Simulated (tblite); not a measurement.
C5H13BrSi2.
SMILES with atom numbers: `[CH3:1][CH2:2][CH2:3][Si@H:4]1[CH2:5][Si@@H:6]([Br:7])[CH2:8]1` (hydrogens: H9, H10, H11 on C1; H12, H13 on C2; H14, H15 on C3; H16 on Si4; H17, H18 on C5; H19 on Si6; H20, H21 on C8)

Computed with GFN2-xTB (tblite), gas phase: L-BFGS steps from a force-field or distance-geometry start until the largest atomic force falls under 0.01 eV/Å.

Step 10: E = -677.0000 eV
```
atom  x, y, z in Å  |  force x, y, z in eV/Å
C1     -3.0411    0.4469    1.0169    0.133  -0.045  -0.009
C2     -1.6076   -0.0434    0.7350   -0.113   0.070  -0.002
C3     -1.1885    0.3067   -0.6943   -0.063  -0.017   0.143
Si4     0.5489   -0.3043   -1.1424   -0.078   0.045   0.095
C5      1.8649    1.0957   -1.2268    0.107  -0.085   0.187
Si6     2.8956    0.2106    0.1158    0.080   0.021   0.006
Br7     3.2280    1.4287    1.9621   -0.040  -0.082  -0.127
C8      1.5351   -1.1161    0.3040    0.131   0.148  -0.026
H9     -3.7256   -0.3884    1.1385   -0.001   0.008   0.050
H10    -3.4003    1.0442    0.1810   -0.013   0.024   0.053
H11    -3.0828    1.0676    1.9106   -0.007  -0.110  -0.029
H12    -1.5351   -1.1286    0.8731   -0.074   0.181   0.016
H13    -0.9113    0.4242    1.4367   -0.071  -0.026  -0.042
H14    -1.2659    1.3875   -0.8181    0.077   0.018  -0.021
H15    -1.9126   -0.1272   -1.3788   -0.051  -0.079  -0.094
H16     0.5514   -1.1475   -2.3348    0.025  -0.088  -0.114
H17     1.5190    2.0977   -0.9798   -0.023  -0.078   0.050
H18     2.3878    1.1773   -2.1724   -0.001  -0.020  -0.093
H19     4.2025   -0.2685   -0.3205    0.007   0.060   0.114
H20     1.0370   -1.1380    1.2721    0.013   0.054  -0.093
H21     1.8918   -2.1259    0.1218   -0.039   0.003  -0.063
```

Step 11: E = -677.0078 eV
```
atom  x, y, z in Å  |  force x, y, z in eV/Å
C1     -3.0437    0.4461    1.0210    0.070  -0.025  -0.023
C2     -1.6153   -0.0419    0.7361   -0.017   0.063  -0.041
C3     -1.1926    0.3061   -0.6908   -0.011  -0.017   0.026
Si4     0.5463   -0.3056   -1.1423   -0.021   0.039   0.047
C5      1.8696    1.0930   -1.2313    0.056  -0.082   0.164
Si6     2.8987    0.2074    0.1109    0.082  -0.011  -0.023
Br7     3.2288    1.4225    1.9538   -0.045  -0.035  -0.060
C8      1.5380   -1.1201    0.2985    0.139   0.161  -0.011
H9     -3.7285   -0.3864    1.1402   -0.043  -0.058   0.070
H10    -3.4061    1.0444    0.1902   -0.029   0.080  -0.017
H11    -3.0825    1.0631    1.9145   -0.020  -0.067   0.040
H12    -1.5427   -1.1260    0.8735   -0.045   0.152   0.045
H13    -0.9193    0.4334    1.4305   -0.031  -0.052   0.024
H14    -1.2650    1.3868   -0.8200    0.062   0.020  -0.002
H15    -1.9121   -0.1266   -1.3809   -0.068  -0.083  -0.086
H16     0.5575   -1.1508   -2.3359    0.004  -0.061  -0.087
H17     1.5184    2.0919   -0.9745    0.006  -0.089   0.029
H18     2.3917    1.1841   -2.1788   -0.046  -0.035  -0.031
H19     4.2157   -0.2613   -0.3024    0.005   0.039   0.076
H20     1.0380   -1.1296    1.2666    0.037   0.008  -0.098
H21     1.8964   -2.1316    0.1207   -0.084   0.053  -0.041
```

Step 12: E = -677.0128 eV
```
atom  x, y, z in Å  |  force x, y, z in eV/Å
C1     -3.0446    0.4452    1.0230   -0.032   0.005  -0.020
C2     -1.6203   -0.0396    0.7362    0.044   0.049  -0.056
C3     -1.1961    0.3056   -0.6887    0.023  -0.012  -0.089
Si4     0.5442   -0.3060   -1.1416    0.030   0.010  -0.016
C5      1.8740    1.0902   -1.2316    0.006  -0.060   0.077
Si6     2.9026    0.2056    0.1080    0.077  -0.025  -0.033
Br7     3.2284    1.4180    1.9474   -0.043   0.010   0.006
C8      1.5424   -1.1198    0.2951    0.098   0.115  -0.012
H9     -3.7307   -0.3858    1.1425   -0.049  -0.080   0.063
H10    -3.4100    1.0458    0.1959   -0.035   0.094  -0.041
H11    -3.0826    1.0588    1.9172   -0.023  -0.033   0.082
H12    -1.5481   -1.1213    0.8746   -0.024   0.080   0.059
H13    -0.9248    0.4378    1.4273    0.006  -0.042   0.066
H14    -1.2633    1.3866   -0.8212    0.042   0.009   0.003
H15    -1.9128   -0.1276   -1.3836   -0.054  -0.060  -0.049
H16     0.5613   -1.1539   -2.3381   -0.010  -0.017  -0.030
H17     1.5181    2.0867   -0.9707    0.026  -0.082   0.026
H18     2.3928    1.1874   -2.1827   -0.078  -0.048   0.032
H19     4.2238   -0.2563   -0.2900    0.040   0.012   0.041
H20     1.0393   -1.1243    1.2613    0.049  -0.007  -0.076
H21     1.8974   -2.1339    0.1193   -0.095   0.083  -0.033
```

Q: Estimate the geometry and energy of step 13. (The exact step hangs on the optimiser's Hessian estimate; all steps are aligned on step 12, rigid shifts and turns removed.)

A: E = -677.0168 eV, largest force 0.154 eV/Å
```
atom  x, y, z in Å  |  force x, y, z in eV/Å
C1     -3.0461    0.4446    1.0240   -0.105   0.031  -0.010
C2     -1.6233   -0.0368    0.7352    0.059   0.034  -0.047
C3     -1.1985    0.3049   -0.6889    0.037  -0.009  -0.149
Si4     0.5431   -0.3063   -1.1415    0.057  -0.021  -0.064
C5      1.8776    1.0870   -1.2302   -0.030  -0.031  -0.014
Si6     2.9072    0.2040    0.1056    0.075  -0.017  -0.021
Br7     3.2271    1.4148    1.9427   -0.040   0.044   0.055
C8      1.5476   -1.1172    0.2923    0.031   0.046  -0.019
H9     -3.7330   -0.3866    1.1455   -0.027  -0.063   0.039
H10    -3.4134    1.0486    0.1995   -0.035   0.080  -0.030
H11    -3.0832    1.0546    1.9204   -0.024  -0.017   0.086
H12    -1.5524   -1.1162    0.8767   -0.006   0.008   0.059
H13    -0.9286    0.4401    1.4262    0.028  -0.021   0.076
H14    -1.2610    1.3866   -0.8220    0.022  -0.006  -0.006
H15    -1.9143   -0.1296   -1.3865   -0.028  -0.028  -0.011
H16     0.5638   -1.1566   -2.3405   -0.018   0.019   0.018
H17     1.5184    2.0813   -0.9674    0.036  -0.060   0.033
H18     2.3919    1.1888   -2.1849   -0.089  -0.055   0.069
H19     4.2306   -0.2524   -0.2802    0.087  -0.014   0.009
H20     1.0413   -1.1207    1.2560    0.053  -0.005  -0.038
H21     1.8962   -2.1338    0.1176   -0.081   0.085  -0.033
```

The energy changes by -0.0040 eV. The first-order estimate −F·Δx gives -0.0055 eV and the mean of the old and new forces, exact on a quadratic surface, -0.0040 eV. The step makes an angle of 57° with the force vector and moves no atom by more than 0.013 Å.

What follows is the cost of the whole relaxation. Hardware: one thread, Arm Neoverse N1 (aarch64), shared host with 64 logical CPUs at a one-minute load of 55. Cost: 3.4 s wall.
